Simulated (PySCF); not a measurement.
How methods differ on the excitation energy of Ta⁺

Ta⁺ [Xe] 4f14 5d3 6s1 (5F) → Ta⁺ [Xe] 4f14 5d2 6s2 (3F), as a difference of total energies. All numbers are calculated (PySCF 2.14, the spin-free X2C one-electron Hamiltonian (Gaussian nucleus), in x2c-QZVPPall (16s10p9d5f2g, 144 functions)). The calculations carry no spin-orbit coupling.

| method | excitation energy (eV) |
| --- | --- |
| UHF | 1.494 |
| B3LYP | 0.542 |
| revPBE | 0.992 |

Problem. Which method comes closest to the reference value, and which is furthest?

Solution. The reference is 0.428 eV (measured; NIST levels, between the centres of gravity of the two terms). Closest: B3LYP (error 0.114 eV); furthest: UHF (error 1.066 eV).
